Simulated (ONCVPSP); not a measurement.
# Before and after: ONCV potential for lead (Pb)

* Element: Pb
* Generator: ONCVPSP 4.0.1
* Type: optimised norm-conserving Vanderbilt (ONCV)
* Functional: LDA (Perdew-Wang 92)
* Relativity: scalar-relativistic
* Frozen core: [Xe] 4f14
* Valence charge: 14
* Reference configuration: 5d10 6s2 6p1.75 (charge +0.25)
* Partial waves: 6s: rc 2.00 bohr, ncon 4, nbas 9, qcut 2.5 1/bohr, 2 projectors, debl 2 Ha; 6p: rc 2.25 bohr, ncon 4, nbas 7, qcut 3.8 1/bohr, 2 projectors, debl 1.2 Ha; 5d: rc 1.15 bohr, ncon 5, nbas 8, qcut 8 1/bohr, 3 projectors, debl 4 Ha
* Local potential: polynomial inside 0.90 bohr (lpopt 2, dvloc0 2 Ha)
* Core correction: Teter function, fcfact 4.75, rcfact 1.55

Change: functional PBE.

Cutoffs: the cutoffs (Ha) at which the residual kinetic energy of the hardest occupied pseudo-wave falls to 1 and 0.1 mHa per electron; they do not see the model core or the augmentation charge, which bear on the density cutoff. Errors are all-electron minus pseudo energies relative to the spin-unpolarised reference configuration.

Problem. Predict the effect on cutoff, ghosts and configuration errors.

Solution. The potential gets neither clearly harder nor softer (47 Ha and 80 Ha → 46 Ha and 89 Ha); both files keep a bound ghost (d, p, s); of the 4 tests that both files solve, the error grows in 2 and shrinks in 0 by more than 15 % and 0.3 meV (median size 11.0 → 16.4 meV).

| quantity | base | changed |
| --- | --- | --- |
| cutoff, loose | 47 Ha | 46 Ha |
| cutoff, tight | 80 Ha | 89 Ha |
| loose cutoff by channel | s 47 Ha, p 5.1 Ha, d 25 Ha | s 46 Ha, p 5.1 Ha, d 25 Ha |
| bound ghosts | s, p, d | s, p, d |
| GHOST(+) flags under 300 eV | none | none |
| error for 5d10 6s2 6p2, meV [ΔE -1.11 → -1.06 eV] | +0.4 | +0.3 |
| error for 5d10 6s2 6p1, meV [ΔE 5.72 → 5.52 eV] | -3.6 | -4.5 |
| error for 5d10 6s2 6p0, meV [ΔE 19.47 → 18.96 eV] | -18 | -28 |
| error for 5d9 6s2 6p2, meV [ΔE 26.19 → 26.11 eV] | -117 | -127 |
| s: phases at 2.03 bohr within 0.05 rad from the reference energy up to (Ha; the scan ends near 5) | 3.7 | 3.7 |
| p: phases at 2.28 bohr within 0.05 rad from the reference energy up to (Ha; the scan ends near 5) | 3.2 | 3.2 |
| d: phases at 1.17 bohr within 0.05 rad from the reference energy up to (Ha; the scan ends near 5) | to the end of the scan | to the end of the scan |
| rms error of d²Exc/dni dnj with the model core, mHa | 0.39 | 0.80 |

 A true bound ghost makes a file unfit for plane-wave use even where its test errors are small: the radial tests pick states by their node count and pass the ghost by.
